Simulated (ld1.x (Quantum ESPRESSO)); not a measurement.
**boron (B): one change to a TM potential, before and after**

* Element: boron (B)
* Generator: ld1.x (Quantum ESPRESSO) 7.5
* Type: norm-conserving Troullier–Martins (Kleinman–Bylander form)
* Functional: PBEsol
* Relativity: non-relativistic
* Frozen core: [He]
* Valence charge: 3
* Reference configuration: 2s2 2p1
* Partial waves: 2p (bound): rc 3.70 bohr; 2s (bound): rc 1.55 bohr
* Local potential: the s channel
* Core correction: none

All-electron outer shells of the reference configuration (PBEsol, non-relativistic, ld1.x):

| shell | level (eV) | outermost node (bohr) | outermost maximum (bohr) |
| --- | --- | --- | --- |
| 2s | -9.36 | 0.46 | 1.52 |
| 2p | -3.56 | – | 1.59 |

Change: wave 2s (bound): rc 1.55 bohr becomes 2s (bound): rc 1.86 bohr.

Cutoffs: the cutoffs (Ry, on a coarse ladder) from which the occupation-weighted sum of valence levels, in a spherical-Bessel basis at the reference potential, stays within 10 and 1 mRy of its value at 400 Ry; they do not see the model core or the augmentation charge, which bear on the density cutoff. Errors are all-electron minus pseudo energies relative to the spin-unpolarised reference configuration.

Question: What does the change do?

Answer: The potential gets softer (18 Ry and 50 Ry → 15 Ry and 35 Ry); the errors of the 7 common tests hardly move; neither file shows a bound ghost. A larger radius leaves more room for a smooth pseudo-wave, so fewer plane waves are needed.

```csv
quantity,base,changed
"cutoff, loose",18 Ry,15 Ry
"cutoff, tight",50 Ry,35 Ry
loose cutoff by channel (10 mRy a level),"p 8 Ry, s 15 Ry","p 8 Ry, s 12 Ry"
bound ghosts,none,none
"error for 2s2 2p0, meV [ΔE 8.14 eV]",+169,+172
"error for 2s1 2p0, meV [ΔE 33.40 eV]",+503,+502
"error for 2s2 2p0.5, meV [ΔE 2.86 eV]",+25,+26
"error for 2s2 2p1.3, meV [ΔE -0.73 eV]",+2.6,+2.6
"error for 2s0 2p3, meV [ΔE 11.64 eV]",-122,-123
"error for 2s1 2p1, meV [ΔE 14.26 eV]",-80,-84
"error for 2s1 2p2, meV [ΔE 5.81 eV]",-33,-36
s: phases at 3.99 bohr within 0.05 rad from the reference energy up to (Ry; the scan ends near 5),2.9,2.6
p: phases at 3.99 bohr within 0.05 rad from the reference energy up to (Ry; the scan ends near 5),0.4,0.4
```
